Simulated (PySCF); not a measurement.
Gas-phase reaction: 2 Cu + I₂ = 2 CuI

Computed with PySCF (xtb for GFN2) and rigid-rotor harmonic-oscillator thermochemistry at 1 bar. † marks an energy on the PBE0/def2-TZVP geometry and frequencies; other levels use their own. MP2 and CCSD(T) freeze the core. Open shells (unrestricted): Cu (multiplicity 2); the rest are closed-shell singlets. GFN2 has no spin-polarisation term. B3LYP is the form with VWN-RPA correlation. I: scalar-relativistic def2 core potential, no spin-orbit coupling. Cu: all electrons, no relativistic terms. MP2 isn't extrapolated to the basis-set limit; its ΔH°(298 K) is -457.9 kJ in def2-SVP and -417.6 kJ in def2-TZVPP. CCSD(T) isn't extrapolated to the basis-set limit; its ΔH°(298 K) is -435.3 kJ in def2-SVP and -397.8 kJ in def2-TZVPP. The harmonic model lacks anharmonicity and excited electronic states, which grow with temperature; levels with a mode under 35 cm⁻¹ are left out.

```json
[
 {"level": "B3LYP/def2-TZVP†", "ΔE electronic, kJ": "-356", "ΔH°(298 K), kJ": "-356", "ΔS°(298 K), J/K": "-80", "ΔG°(1600 K), kJ": "-221"},
 {"level": "CCSD(T)/def2-TZVPP†", "ΔE electronic, kJ": "-397", "ΔH°(298 K), kJ": "-398", "ΔS°(298 K), J/K": "-80", "ΔG°(1600 K), kJ": "-263"},
 {"level": "GFN2-xTB", "ΔE electronic, kJ": "-852", "ΔH°(298 K), kJ": "-853", "ΔS°(298 K), J/K": "-80", "ΔG°(1600 K), kJ": "-719"},
 {"level": "HF/def2-TZVP†", "ΔE electronic, kJ": "-330", "ΔH°(298 K), kJ": "-331", "ΔS°(298 K), J/K": "-80", "ΔG°(1600 K), kJ": "-195"},
 {"level": "M06-2X/def2-TZVP†", "ΔE electronic, kJ": "-377", "ΔH°(298 K), kJ": "-378", "ΔS°(298 K), J/K": "-80", "ΔG°(1600 K), kJ": "-243"},
 {"level": "MP2/def2-SVP†", "ΔE electronic, kJ": "-457", "ΔH°(298 K), kJ": "-458", "ΔS°(298 K), J/K": "-80", "ΔG°(1600 K), kJ": "-323"},
 {"level": "PBE/def2-SVP", "ΔE electronic, kJ": "-437", "ΔH°(298 K), kJ": "-438", "ΔS°(298 K), J/K": "-82", "ΔG°(1600 K), kJ": "-301"},
 {"level": "PBE0/def2-QZVP†", "ΔE electronic, kJ": "-382", "ΔH°(298 K), kJ": "-383", "ΔS°(298 K), J/K": "-80", "ΔG°(1600 K), kJ": "-248"},
 {"level": "PBE0/def2-SVP†", "ΔE electronic, kJ": "-433", "ΔH°(298 K), kJ": "-434", "ΔS°(298 K), J/K": "-80", "ΔG°(1600 K), kJ": "-298"},
 {"level": "PBE0/def2-TZVP", "ΔE electronic, kJ": "-375", "ΔH°(298 K), kJ": "-376", "ΔS°(298 K), J/K": "-80", "ΔG°(1600 K), kJ": "-241"},
 {"level": "r2SCAN/def2-TZVP†", "ΔE electronic, kJ": "-395", "ΔH°(298 K), kJ": "-396", "ΔS°(298 K), J/K": "-80", "ΔG°(1600 K), kJ": "-261"}
]
```
ΔH° is lowest at GFN2-xTB and highest at HF/def2-TZVP†. No reference value is set beside these.
